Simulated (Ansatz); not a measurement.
Program: Ansatz 0.2.0.

A structure relaxed at PBE0-D4/def2-TZVP, charge 0, multiplicity 2:

Cartesian coordinates in Å:
```
C -1.4208 0.9850 0.7939
C -0.4963 0.4510 0.2312
Sn 1.1319 -0.2103 -0.8800
F 2.4434 -0.8578 0.3545
F 0.5865 -1.7910 -1.8112
H -2.2446 1.4231 1.3116
```

Task: Give its formula and SMILES.

Result: C2HF2Sn, `C#[C][Sn]([F])[F]`.

Task: Point group (tolerance 0.08 Å, 0.16 Å for H)?

Result: Cs.

Task: Summarise the bond lengths by kind.

Result: 1 × C–C 1.207 Å; 1 × C–H 1.067 Å; 1 × C–Sn 2.079 Å; 2 × F–Sn 1.914 Å.
